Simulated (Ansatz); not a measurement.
cyclo-(H2SiNH)2 (Si2N2H6), relaxed as a singlet with RKS PBE-D4/def2-SVP in Ansatz, starting from the GFN2-xTB geometry. Force threshold 0.02 eV/Å.

Start:

| atom | x (Å) | y (Å) | z (Å) |
| --- | --- | --- | --- |
| Si1 | 0.674 | 0.147 | 1.107 |
| H2 | 0.660 | 1.376 | 1.897 |
| H3 | 1.515 | -0.902 | 1.679 |
| N4 | -0.902 | -0.388 | 0.600 |
| Si5 | -0.673 | -0.148 | -1.107 |
| H6 | -1.516 | 0.900 | -1.679 |
| H7 | -0.657 | -1.376 | -1.897 |
| N8 | 0.902 | 0.387 | -0.600 |
| H9 | -1.675 | -0.758 | 1.119 |
| H10 | 1.673 | 0.763 | -1.119 |

Problem. Estimate the energy that the relaxation releases and the steps that it takes.

Solution. 0.27 eV, in 8 steps; 12 s on 2 threads of Arm Neoverse V2 on a shared host. No frequencies were taken in this run, so the end may be a saddle point.

Problem. Does the start keep its bonding and symmetry?

Solution. By distances, no bond broke or formed. The bond that changes most is Si1–Si5, from 2.61 to 2.56 Å (atoms count from 1). Point group D2h at the start, C2h at the end, both within 0.05 Å.

Problem. Predict the relaxed structure.

Solution. 
Cartesian coordinates in Å:
```
Si 0.660 0.144 1.085
H 0.802 1.414 1.889
H 1.446 -0.923 1.808
N -0.979 -0.330 0.639
Si -0.660 -0.144 -1.085
H -1.446 0.923 -1.807
H -0.802 -1.415 -1.889
N 0.979 0.330 -0.639
H -1.634 -0.946 1.119
H 1.634 0.946 -1.119
```
Bond lengths: 4 × N–Si 1.76 Å; 1 × Si–Si 2.56 Å; 4 × H–Si 1.51 Å; 2 × H–N 1.02 Å.
